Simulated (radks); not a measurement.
All-electron atom: Cr11+ in [Ne] 3s2 3p1 (the NIST ground configuration). Method: scalar-relativistic Kohn-Sham, PBE, spin-polarised, spherical densities, finite nucleus; open shells are filled with parallel spins first; Fermi nuclear charge, rms radius 3.6452 fm; computed with a radial shooting solver on a logarithmic mesh with Libxc functionals. Some entries of the table are withheld. Estimate them.

orbital  occ.  eigenvalue (eV)  <r> (bohr)
1s up       1        -6183.091     0.06354
1s down     1        -6182.439     0.06353
2s up       1        -956.5330      0.2906
2s down     1        -955.9282      0.2904
2p up       3        -852.2375      0.2569
2p down     3        -851.4100      0.2568
3s up       1        -314.4557      0.7743
3s down     1        -310.8065      0.7756
3p up       1              (1)      0.7756
3p down     0              (2)      0.7771

Answer. 
(1) 3p up eigenvalue (eV): -283.6761
(2) 3p down eigenvalue (eV): -280.1163
